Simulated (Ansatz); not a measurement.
`[OH][GeH]([OH])[O][SiH3]` + SiH₄ → `[OH][GeH]([OH])[SiH3]` + `O[SiH3]`  (formal exchange of groups at a Ge–O bond)

Isolated molecules relaxed with PBE0-D4/def2-TZVP in Ansatz; ΔE leaves out vibrations. CBS: MP2 limit from def2 TZ/QZ plus the TZ coupled-cluster correction, frozen cores. This one scheme is used for every species. DFT in def2-TZVPP. For Ge outer-core shells are correlated without core-valence functions, which leaves a few kJ/mol of doubt a bond. Scalar relativity is left out up to krypton. Each species was taken in one conformer, which may not be the lowest.

| level | ΔE (kJ/mol) |
| --- | --- |
| ωB97M-V | 63.2 |
| B2PLYP | 64.6 |
| PBE | 37.7 |
| PBE0 | 46.9 |
| HF/def2-TZVPP | 89.0 |
| SCS-MP2/def2-TZVPP | 75.9 |
| HF/def2-QZVPP | 90.2 |
| MP2/CBS(def2) | 65.3 |

What does CCSD(T)/CBS give? (Best estimate.)

Ansatz gave: +62.3 kJ/mol. The listed levels differ from it by 0.9, 2.3, -24.6, -15.4, 26.7, 13.6, 27.9, 3.0 kJ/mol.

Largest T1 diagnostic among the species: 0.013.

From PBE to PBE0 (25 % exact exchange), in def2-TZVPP and without D4, ΔE moves by +9.3 kJ/mol. In def2-TZVPP, CCSD(T) changes the Hartree–Fock value by −20.5 kJ/mol (the triples alone add −2.1 kJ/mol) and MP2 by −17.4 kJ/mol.
